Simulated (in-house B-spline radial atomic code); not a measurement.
Multiplet parameters of the 5p2 shell in neutral tin ([Kr] 4d10 5s2 5p2). Method: non-relativistic Hartree-Fock, average of configuration, point nucleus. Calculated with a radial B-spline atomic code at the basis-set limit.

Slater integrals: F^2 = 31801 cm⁻¹. Central-field spin-orbit parameter ζ(5p) = 1866 cm⁻¹ (bare central field on non-relativistic orbitals, without two-electron terms: too large for light atoms, too small for heavy ones).

With F₂ = F^2/25 = 1272 cm⁻¹:

Problem. Where do the terms lie in LS coupling, without spin-orbit interaction?

Solution. In cm⁻¹ above the Hund's-rule term:
| term | expression | energy |
| --- | --- | --- |
| 3P | 0 F₂ | 0 |
| 1D | 6 F₂ | 7632 |
| 1S | 15 F₂ | 19081 |

Problem. How far can these numbers be trusted?

Solution. Unscaled Hartree-Fock integrals overestimate measured term splittings, because correlation screens the repulsion; fits to spectra scale them down, most for low charges. Here ζ is 1.47 times F₂, so the coupling is intermediate: spin-orbit interaction mixes the terms, and LS labels name only the largest part.
